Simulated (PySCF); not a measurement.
## PrB: energy against distance

Set-up: PySCF, spin-free X2C with a Gaussian nucleus, basis sets Pr x2c-SVPall, B x2c-SVPall. Energies in eV from Pr (4f3 6s2) + B in their ground configurations at the same level. State: septet, about 2.6 electrons in the 4f shell (Mulliken), real f orbitals that mix terms.

All columns are PBEsol. A positive dipole means Pr(−)B(+).

| R (Å) | E (eV) | μ (D) | Mulliken charge on Pr (basis-dependent) | HOMO (eV) | LUMO (eV) | Mayer bond order | ⟨S²⟩ |
| --- | --- | --- | --- | --- | --- | --- | --- |
| 1.951 | -2.003 | -2.62 | 0.17 | -3.13 | -3.26 | 2.21 | 12.00 |
| 2.042 | -2.469 | -3.05 | 0.19 | -3.12 | -3.11 | 2.15 | 12.00 |
| 2.133 | -2.757 | -3.47 | 0.20 | -3.10 | -3.09 | 2.11 | 12.00 |
| 2.201 | -2.880 | -3.76 | 0.21 | -3.09 | -3.07 | 2.08 | 12.00 |
| 2.269 | -2.941 | -4.02 | 0.22 | -3.08 | -3.06 | 2.05 | 12.00 |
| 2.337 | -2.952 | -4.26 | 0.23 | -3.07 | -3.04 | 2.03 | 12.00 |
| 2.428 | -2.906 | -4.55 | 0.23 | -3.05 | -3.02 | 2.00 | 12.00 |
| 2.541 | -2.777 | -4.84 | 0.24 | -3.03 | -3.00 | 1.96 | 12.00 |
| 2.677 | -2.556 | -5.13 | 0.25 | -3.02 | -2.97 | 1.91 | 12.00 |
| 2.859 | -2.204 | -5.41 | 0.26 | -3.00 | -2.96 | 1.84 | 12.00 |

A fit through these points gives, at Re = 2.319 Å, μ = -4.20 D and dμ/dR = -3.45 D/Å; the reduced mass is 10.21 u.

Problem. How strong is the fundamental in the double-harmonic approximation, I = 42.26·(dμ/dR)²/μred km/mol?

Solution. I = 42.26·(-3.45)²/10.21 = 49.3 km/mol at PBEsol.

Spin–orbit coupling is left out, which matters for elements this heavy, above all for dissociation energies. With d or f electrons several states lie close, and the lowest PBE0 determinant need not be the measured ground state.

At some distances an empty level lies below a filled one, because the occupation is held.
